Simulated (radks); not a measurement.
Ionisation ladder of bismuth, from Bi LXVII to Bi LXXXIII. Each ion is in the ground configuration listed by NIST, and IE = E(next ion) - E(this ion), with E = 0 for the bare nucleus. All-electron calculation, Dirac Kohn-Sham, PBE, spin-unpolarised, spherical densities, point nucleus; open shells are shared between the two j in proportion to 2j + 1. Program: a radial shooting solver on a logarithmic mesh with Libxc functionals.

| species | configuration | E (hartree) | IE, Delta-SCF (eV) | <r> HOMO (bohr) | IE, NIST (eV) | kind | error (eV) |
|---|---|---|---|---|---|---|---|
| Bi LXVII | [Ne] 3s2 3p5 | -16541.7520 | 7949.8 | 0.163 | 7720 | theory | +229.8 |
| Bi LXVIII | [Ne] 3s2 3p4 | -16249.6034 | 8096.4 | 0.162 | 7870 | theory | +226.4 |
| Bi LXIX | [Ne] 3s2 3p3 | -15952.0674 | 8243.2 | 0.162 | 8010 | theory | +233.2 |
| Bi LXX | [Ne] 3s2 3p2 | -15649.1340 | 8390.2 | 0.161 | 8780 | theory | -389.8 |
| Bi LXXI | [Ne] 3s2 3p1 | -15340.8012 | 8536.8 | 0.160 | 8950 | theory | -413.2 |
| Bi LXXII | [Ne] 3s2 | -15027.0787 | 9309.9 | 0.157 | 9270 | theory | +39.9 |
| Bi LXXIII | [Ne] 3s1 | -14684.9454 | 9453.1 | 0.157 | 9430 | theory | +23.1 |
| Bi LXXIV | [Ne] | -14337.5517 | 20982 | 0.0616 | 20130 | theory | +851.7 |
| Bi LXXV | [He] 2s2 2p5 | -13566.4868 | 21383 | 0.0613 | 20500 | theory | +883.0 |
| Bi LXXVI | [He] 2s2 2p4 | -12780.6746 | 21786 | 0.0609 | 20920 | theory | +866.1 |
| Bi LXXVII | [He] 2s2 2p3 | -11980.0491 | 22191 | 0.0606 | 21300 | theory | +890.5 |
| Bi LXXVIII | [He] 2s2 2p2 | -11164.5621 | 22596 | 0.0603 | 24150 | theory | -1554.5 |
| Bi LXXIX | [He] 2s2 2p1 | -10334.1916 | 23000 | 0.0599 | 24640 | theory | -1639.9 |
| Bi LXXX | [He] 2s2 | -9488.9553 | 25368 | 0.0632 | 25260 | theory | +108.5 |
| Bi LXXXI | [He] 2s1 | -8556.6808 | 25714 | 0.0629 | 25656.9 | theory | +57.0 |
| Bi LXXXII | [He] | -7611.7107 | 102871 | 0.0157 | 102251.8 | theory | +619.7 |
| Bi LXXXIII | 1s1 | -3831.2536 | 104254 | 0.0156 | 104133.4 | theory | +120.3 |

Reference values: NIST Atomic Spectra Database (exp. = measured, semi-emp. = semi-empirical, theory = theoretical value adopted there). The ionisation energy per charge of the ion left behind rises most, in proportion, at Bi LXXXII ([He]), from 317.46 to 1254.5 eV. Spin polarisation and multiplet splitting are left out, so open shells lie too high by an amount that depends on their filling. Sharing an open shell by 2j + 1 raises it above the true ground level by a part of the spin-orbit splitting, which enters the differences from NIST. Nuclear size, the Breit interaction and QED, all absent here, shift the 1s and 2s values of heavy ions.

Beside tabulated values, note that spin-unpolarised runs miss the spin-polarisation part of the exchange energy of open shells.
